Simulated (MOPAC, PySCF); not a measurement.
C6H6, SMILES `C#CC(=C)C=C`, neutral singlet in the gas phase. 

Cartesian coordinates (Å):
```xyz
12

C     -1.9791     1.3722    -0.5464
C     -1.1652     0.4939    -0.4466
C     -0.1765    -0.5290    -0.3132
C     -0.4182    -1.7729    -0.7590
C      1.1010    -0.1838     0.3202
C      1.4281     1.0176     0.7903
H     -2.7071     2.1398    -0.6406
H     -1.3565    -2.0340    -1.2263
H      0.3298    -2.5484    -0.6587
H      1.8089    -1.0030     0.3916
H      0.7418     1.8526     0.7324
H      2.3929     1.1948     1.2456
```
Charge 0, spin multiplicity 1.

All levels are single points at this geometry (B3LYP-D3(BJ)/def2-TZVP); Pople sets use spherical d functions. Orbital energies aren't observables, and empty levels follow the basis.

HF/6-31G* in PySCF gives dipole (D) = 0.27.

Problem. Estimate the dipole (D) from each of these levels: PBE-D3(BJ)/def2-TZVP in PySCF; ωB97X-D3(BJ)/def2-TZVP in PySCF; B3LYP/3-21G in PySCF; B3LYP/6-31G* in PySCF; BP86/6-31G* in PySCF; M06-2X/6-31G* in PySCF; PBE/6-31G* in PySCF; SVWN5/6-31G* in PySCF; HF/3-21G in PySCF; HF/STO-3G in PySCF; AM1 in MOPAC; PM7 in MOPAC.

Solution. 
```csv
level,dipole (D)
PBE-D3(BJ)/def2-TZVP in PySCF,0.30
ωB97X-D3(BJ)/def2-TZVP in PySCF,0.32
B3LYP/3-21G in PySCF,0.22
B3LYP/6-31G* in PySCF,0.20
BP86/6-31G* in PySCF,0.19
M06-2X/6-31G* in PySCF,0.20
PBE/6-31G* in PySCF,0.20
SVWN5/6-31G* in PySCF,0.18
HF/3-21G in PySCF,0.29
HF/STO-3G in PySCF,0.25
AM1 in MOPAC,0.15
PM7 in MOPAC,0.35
```
